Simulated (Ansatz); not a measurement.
AlGe24PH30, a doped nanocrystal cut from the lattice of germanium (Al and P 4.7 A apart). Charge 0, multiplicity 1. Geometry PBE-D4/def2-SVP, basis def2-SVP, Ansatz.

```csv
run,HOMO (eV),LUMO (eV)
A,-5.76,-2.22
B,-6.42,-1.68
C,-6.08,-1.99
D,-5.53,-2.34
```

Single mean-field runs in def2-SVP are fitted with def2-universal-jkfit.

Question: The runs used PBE, PBE0, r2SCAN, r2SCANh. Estimate which is which.

Answer: A r2SCAN (0 % exact exchange); B PBE0 (25 % exact exchange); C r2SCANh (10 % exact exchange); D PBE (0 % exact exchange). Exact exchange lowers occupied and raises empty levels; among semilocal functionals meta-GGAs tend to open the gap a little, and such runs are hard to tell apart. The gap grows from 3.19 eV (PBE) to 4.73 eV (PBE0).
